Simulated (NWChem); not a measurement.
C$_{3}$H$_{6}$O; SMILES C=COC

```xyz
10

C     -0.0956     1.8727     0.0029
C      0.3405     0.6118    -0.0032
O     -0.4867    -0.4506    -0.0042
C      0.1226    -1.7122     0.0032
H     -1.1638     2.0994     0.0086
H      0.6215     2.6933     0.0014
H      1.4142     0.3763    -0.0090
H     -0.6793    -2.4620     0.0008
H      0.7426    -1.8652     0.9052
H      0.7530    -1.8706    -0.8906
```
Atoms are numbered in this order, from 1.

Results from NWChem. Structure relaxed at the PBE0/def2-SVP level. Vertical excitations in the gas phase; the lowest state need not have the same character in each row.

For level PBE0/def2-SVP, TDA:

```
Quantity                         Value
-------------------------------  -----
lowest excitation, singlet (eV)   7.13
orbital gap (eV)                  7.32
```

Q: How do the values read with level B3LYP/def2-SVP, TDA instead?

A: 
- lowest excitation, singlet (eV) = 6.82
- orbital gap (eV) = 6.84
